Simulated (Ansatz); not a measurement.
Input file for Ansatz (a program for electronic structure): R-HF/def2-TZVPP on BrHMg (SMILES [MgH][Br]), atoms moved off the minimum.

Ansatz 0.2 input:
```yaml
crystal:
  periodic: [false, false, false]
  atoms:
    - {symbol: Mg, position_ang: [0.16864045, -0.06276704, -1.83668171]}
    - {symbol: H, position_ang: [-0.00990975, -0.07558711, -3.26823487]}
    - {symbol: Br, position_ang: [0.02904876, 0.10253846, 0.58026125]}
basis:
  gaussian:
    orbitals: def2-TZVPP
hamiltonian:
  xc: {name: HF}
scf: {lower_state_search: off}
output: {forces: true}
```

The head of its log:

```
WARN ansatz: RAYON_NUM_THREADS=1 ignored (pool sized by the plan → 1); use --threads N
Functional definition: HF
these checks for a lower state are left out or cut short: stability, starts, cluster_reference, orbital_swaps, neighbouring_geometries, increment
integrals: 0.03 GiB planned
673 factors; integrals over basis functions are off by at most 1.7e-3 eV
mean field: 0.21 GiB planned
mean field evaluation 1: about -75446.9178 eV, gradient 1.4e1 eV
mean field evaluation 2: about -75446.9499 eV, gradient 1.4e1 eV
```

What total energy does the run end on?

-2772.6585 hartree.
